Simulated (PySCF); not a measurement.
**Interval between two levels of Sn by level of theory**

Sn [Kr] 4d10 5s2 5p2 [3P2, M_J = 2] → Sn [Kr] 4d10 5s2 5p1 6s1 [3P2, M_J = 2], as a difference of total energies. Calculation: PySCF 2.14, in x2c-TZVPall-2c with one added diffuse shell each of s, p, d, f type (9s10p6d3f, 90 functions); the two-component X2C-1e Hamiltonian. Correlated levels: [Ar] 3d10 frozen; the 6 highest virtual spinors dropped. "Screened" scales the spin-orbit matrix elements by Boettger's factors to mimic the two-electron term; Breit and QED terms are absent.

Order these methods by the interval between two levels they give, lowest first.
A. GHF (spin-free)
B. GMP2 (screened spin-orbit)
C. GMP2 (spin-free)
D. GHF (screened spin-orbit)

A (35160 cm⁻¹), C (35636 cm⁻¹), D (35894 cm⁻¹), B (36279 cm⁻¹).

The spin-free rows relax to the high-spin LS determinant and lack the spin-orbit shift.

Errors of the correlated levels include the incompleteness of this basis and the frozen core.

The labels give the starting determinants; with spin-orbit coupling the two ends relaxed to ⟨J²⟩ = 6.01, ⟨L²⟩ = 2.33, ⟨S²⟩ = 1.88 and ⟨J²⟩ = 6.01, ⟨L²⟩ = 2.03, ⟨S²⟩ = 2.02.

The promoted electron is Rydberg-like, and one or two diffuse shells describe it only roughly, which tends to raise the upper state.

For comparison: 35201 cm⁻¹ (measured; NIST Handbook of Basic Atomic Spectroscopic Data (Sansonetti and Martin, J. Phys. Chem. Ref. Data 34, 1559 (2005))).
